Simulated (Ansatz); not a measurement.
Ansatz results at the PBE0-D4/def2-TZVP geometry: ideal-gas entropy at 298 K and 1 bar (rigid rotor, harmonic PBE0-D4/def2-TZVP) 554 J/(mol·K); LUMO energy (PBE0/def2-TZVPP) -2.15 eV; zero-point energy (PBE0-D4/def2-TZVP) 139.7 kJ/mol.

Each molecule was computed in one conformer, which needn't be the lowest.

Which molecule gave them?
A. `O=C=[N][Hf]([N]=C=O)([N]=C=O)[N]=C=O`
B. `[NH2][Hf]([F])([Cl])[Cl]`
C. `[CH3][Hf]([Cl])([Cl])[Cl]`
D. `C[N](C)[Hf]([F])([Cl])[Cl]`

A. The others give `[CH3][Hf]([Cl])([Cl])[Cl]`: 400, -1.72, 99.1; `C[N](C)[Hf]([F])([Cl])[Cl]`: 455, -1.05, 225.4; `[NH2][Hf]([F])([Cl])[Cl]`: 393, -1.25, 75.5.
